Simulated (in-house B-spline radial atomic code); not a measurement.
# PBE hybrid excitations of the cerium ion Ce⁴⁺

Method: PBE hybrid with 0.8 exact exchange. Computed with an all-electron radial atomic-structure program (B-spline basis): linear response of the closed shell [Kr] 4d10 5s2 5p6 with the functional's adiabatic kernel; scalar-relativistic (spin-free one-electron X2C), finite nucleus, no spin-orbit coupling, no double excitations, S, P, D and F terms only; shells from n = 3 respond. Only terms of natural parity with L up to 3 were computed.

Spin-orbit coupling is strong here, so these LS terms don't match observed levels.

Command:
```bash
python run_td.py task.json out
```
Settings (radii: box in bohr, nucleus in fm):
```
Z                        58
electrons                54
configuration            [Kr] 4d10 5s2 5p6
hamiltonian              x2c
method                   pbeh
box_radius               19.1
exact_exchange_fraction  0.8
rms_radius               4.8771
intervals                71
```

Cost of the run: 2.7 s on 1 thread of Intel(R) Xeon(R) Platinum 8488C (Sapphire Rapids) (shared host).

The lowest states, in the order of their Tamm-Dancoff energies; the method's threshold (minus the highest occupied level) is 66.08 eV. Labels give the largest channel, * marks a mixed state, and oscillator strengths are full-response dipole values. Semilocal kernels can invert the small singlet-triplet splittings of Rydberg terms. Energies in eV:

```csv
state,full response,Tamm-Dancoff,oscillator strength
5p → 4f 3D,14.732,14.792,-
5p → 4f 1D,17.157,17.334,-
5p → 5d 3P,23.355,23.434,-
5p → 5d 3F,23.680,23.940,-
5p → 5d 1F,25.841,25.895,-
5p → 5d 1P,30.83,31.91,5.64
5p → 6s 3P,32.30,32.32,-
5p → 6s 1P,?,?,?
5p → 6p 3S,?,?,-
5s → 4f 3F,36.90,36.94,-
```

Question: Where does 5p → 6s 1P lie?

Answer: At 32.81 eV in full response, 32.83 eV in Tamm-Dancoff, oscillator strength 0.97.

Question: Where does 5p → 6p 3S lie?

Answer: At 36.86 eV in full response, 36.89 eV in Tamm-Dancoff.

Question: How large is the singlet-triplet splitting of 5p → 4f (D terms) in Tamm-Dancoff?

Answer: 2.54 eV, from the unrounded values.

Question: What polarisabilities and dispersion coefficient does the method give?

Answer: Dipole 5.76 bohr³, quadrupole 18.14 bohr⁵, C6 32.51 hartree·bohr⁶ for two such species.
